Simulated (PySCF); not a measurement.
Zinc: a sound run and one with changed settings

Sound run: Zn⁺ [Ar] 3d10 4s1, Zn²⁺ [Ar] 3d10. Computed with PySCF 2.14 in 6-31G*, with the non-relativistic Hamiltonian (point nucleus). In the sound run the correlated levels freeze [Ar]. The sound run starts from symmetry-adapted Hartree-Fock orbitals and uses a fine grid where one is needed.

Changed run: scalar relativity by spin-free X2C-1e. This setting is unsound on purpose.

```tsv
species	method	sound run (hartree)	changed run (hartree)	converged
Zn⁺	UHF	-1777.20913	-1790.37328	yes
Zn⁺	M06-L	-1778.65268	-1791.81688	yes
Zn⁺	B3LYP	-1778.75794	-1791.92057	yes
Zn⁺	MP2	-1777.42528	-1790.58920	yes
Zn⁺	CCSD(T)	-1777.40969	-1790.57373	yes
Zn²⁺	UHF	-1776.61041	-1789.76838	yes
Zn²⁺	M06-L	-1778.04806	-1791.20569	yes
Zn²⁺	B3LYP	-1778.10500	-1791.26094	yes
Zn²⁺	MP2	-1776.81086	-1789.96854	yes
Zn²⁺	CCSD(T)	-1776.79363	-1789.95138	yes
```

Ionisation energy of Zn⁺:

```json
{"method": "UHF", "sound run (eV)": "16.292", "changed run (eV)": "16.460"}
{"method": "M06-L", "sound run (eV)": "16.453", "changed run (eV)": "16.631"}
{"method": "B3LYP", "sound run (eV)": "17.767", "changed run (eV)": "17.949"}
{"method": "MP2", "sound run (eV)": "16.719", "changed run (eV)": "16.889"}
{"method": "SCS-MP2", "sound run (eV)": "16.664", "changed run (eV)": "16.835"}
{"method": "CCSD", "sound run (eV)": "16.735", "changed run (eV)": "16.906"}
{"method": "CCSD(T)", "sound run (eV)": "16.764", "changed run (eV)": "16.935"}
```

Most of the change in total energy is the relativistic energy itself. On top of that the contraction fixes the core shape for the Hamiltonian it was made with, so the changed run is not a good calculation with the other Hamiltonian either.

For comparison, NIST gives 17.964 eV between the lowest levels.
